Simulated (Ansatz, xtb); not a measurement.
## Relative energy of two structures of CH2BIn

Structure a: a singlet given by its coordinates. Structure b: a singlet given by its coordinates. Both are isolated molecules in the gas phase, relaxed with PBE-D3(BJ)/def2-SVP.

a (Å):

| atom | x (Å) | y (Å) | z (Å) |
| --- | --- | --- | --- |
| C | -3.0551 | 0.9848 | 1.4395 |
| B | -3.1033 | 2.3585 | 1.5602 |
| In | -3.3531 | 2.4259 | -0.4921 |
| H | -2.9871 | -0.0959 | 1.5948 |
| H | -3.5536 | 2.3415 | -2.1925 |

Close contacts (Å): C1–B2 1.38, C1–In3 2.43, B2–In3 2.07, C1–H4 1.09, In3–H5 1.71.

b (Å):

```xyz
5

C     1.3211   -0.0684   -0.4599
B    -0.0068    0.0555    0.0060
In   -2.2926    0.2622    0.8061
H     1.6137   -0.7903   -1.2442
H     2.1523    0.5479   -0.0712
```

Close contacts (Å): C1–B2 1.41, B2–In3 2.43, C1–H4 1.11, C1–H5 1.11.

**Question.** Estimate which is lower in electronic energy at CCSD(T)/def2-TZVPP, and by roughly how much.

**Answer.** The CCSD(T)/def2-TZVPP calculation puts structure b lower, by 27.4 kcal/mol.

The same difference at several levels:

| level | geometry | E(b) − E(a) (kcal/mol) | departure from the last row (kcal/mol) | job, with rough time for the two |
| --- | --- | --- | --- | --- |
| PBE-D3(BJ)/def2-SVP | PBE-D3(BJ)/def2-SVP | −30.4 | −3.0 | optimisation, 7.8 s |
| HF/def2-TZVPP | PBE-D3(BJ)/def2-SVP | −45.7 | −18.3 | part of the CCSD(T) run |
| MP2/def2-TZVPP | PBE-D3(BJ)/def2-SVP | −23.8 | +3.6 | part of the CCSD(T) run |
| CCSD(T)/def2-TZVPP | PBE-D3(BJ)/def2-SVP | −27.4 |  | single point, 27 s |

None of the levels shown reverses the order. The largest departure from CCSD(T)/def2-TZVPP is that of HF/def2-TZVPP, 18.3 kcal/mol. Levels run at GFN2-xTB geometries aren't shown.

With harmonic frequencies from PBE-D3(BJ)/def2-SVP (ideal gas, rigid rotor, one conformer each, 298.15 K, 1 atm): the zero-point term adds +1.1 kcal/mol; ΔH is −25.8 and ΔG −26.7 kcal/mol.

The correlated steps freeze 6 core orbitals; the filled d shell of In is correlated, in a basis made for valence electrons. Atoms past krypton carry core potentials in the def2 sets and no spin–orbit term is included. Codes used: Ansatz 0.2.0; the last row on 1 thread of Intel(R) Xeon(R) 6975P-C (Granite Rapids) on a shared host.
